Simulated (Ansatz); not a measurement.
iridium atom (Ir), quartet (core potentials on Ir). Base run: PBE0/def2-SVP in Ansatz (a program for electronic structure).

Geometry (Å):
```xyz
1

Ir     0.0000     0.0000     0.0000
```
Charge 0, spin multiplicity 4.
Orbitals are unrestricted.
All else is at Ansatz's defaults.

Each row names what was changed in the base input (with any setting that the change needs).

```tsv
change	E (Eh)	<S^2>	core-seconds (rough)
base	-104.22131	3.751	2
functional = r2scan	-104.27422	3.753	20
functional = BHLYP	-104.09952	3.751	2
functional = b3lyp; dispersion = d4	-104.27258	3.755	4
functional = cam_b3lyp	-104.17935	3.755	6
functional = wB97X-V	-104.17852	3.755	9
functional = lc_wpbe	-104.23862	3.751	2
functional = blyp	-104.22207	3.754	20
functional = revpbe	-104.31596	3.751	30
functional = b3lyp	-104.27258	3.755	4
functional = b3lyp; dispersion = d3bj	-104.27258	3.755	4
functional = b3lyp5	-104.21103	3.755	5
functional = wB97M-V	-104.13550	3.756	7
```

Absolute energies of different levels of theory aren't comparable as measures of quality.
